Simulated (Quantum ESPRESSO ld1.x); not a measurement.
Q: Radial electron density D(r) = 4 pi r^2 rho(r) of an atom or ion with 16 electrons. All-electron calculation, Dirac Kohn-Sham, PBE, spin-unpolarised, spherical densities, point nucleus. Program: ld1.x of Quantum ESPRESSO 7.5.

```
   r/bohr * D(r) (the largest magnitude, 38.1, reaches the edge; | marks zero)
 0.002242 |*
 0.002805 | *
  0.00351 |  *
 0.004426 |    *
 0.005538 |      *
 0.006928 |         *
 0.008667 |             *
  0.01084 |                  *
  0.01357 |                        *
  0.01697 |                               *
  0.02123 |                                      *
  0.02678 |                                            *
   0.0335 |                                                *
  0.04191 |                                                *
  0.05243 |                                             *
   0.0656 |                                        *
  0.08207 |                                      *
   0.1027 |                                         *
   0.1285 |                                                *
    0.162 |                                                      *
   0.2027 |                                                  *
   0.2535 |                                     *
   0.3172 |                      *
   0.3968 |               *
   0.4965 |                *
   0.6211 |                *
   0.7771 |           *
     0.98 |    *
    1.226 |*
    1.534 *
    1.919 *
```

What is the nuclear charge?

A: Z = 28. The innermost maximum, from 1s, lies near gamma/Z bohr with gamma = sqrt(1 - (Z/c)^2) = 0.979, here 0.035 bohr (found: 0.0378), and its height grows with Z. The density is that of the nickel ion Ni12+ in [Ne] 3s2 3p4; the configuration itself is not fixed sharply by these data, and Z only to about a unit. D(r) has 3 maxima, at r = 0.0378, 0.169, 0.564 bohr, and minima at 0.0814, 0.420 bohr, inside which lie 2.11, 10.44 electrons.
